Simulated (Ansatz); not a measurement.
Mulliken charges of `N[SiH]1[SiH2]S1` from ωB97M-V/def2-TZVPP in Ansatz (PBE0-D4/def2-TZVP geometry).

```
atom   x (Å)   y (Å)   z (Å)  charge (e)
  N1  -0.230   1.674  -0.724      -0.343
 Si2   0.252   0.042  -0.661       0.315
 Si3   0.298  -1.195   1.208       0.129
  S4  -1.168  -1.553  -0.337      -0.299
  H5  -0.821   2.071  -0.011       0.123
  H6  -0.368   2.122  -1.616       0.120
  H7   1.142  -0.198  -1.818      -0.015
  H8   1.249  -2.308   1.452      -0.014
  H9  -0.265  -0.702   2.489      -0.016
```

**Question.** By hand: the dipole of these point charges (1 e Å = 4.8032 D).

**Answer.** Σ q r = (0.370, 0.305, 0.069) e Å, of length 0.484 e Å = 2.32 D.

**Question.** How does the dipole of the full density compare? (Best estimate.)

**Answer.** The calculation gave: (0.075, 0.438, -0.004) e Å, 2.13 D; the point charges give 1.09 times that, at 42° from its direction.

Point charges leave out the atoms' own dipoles, such as those of lone pairs, and Mulliken's split depends on the basis, so the two needn't agree.
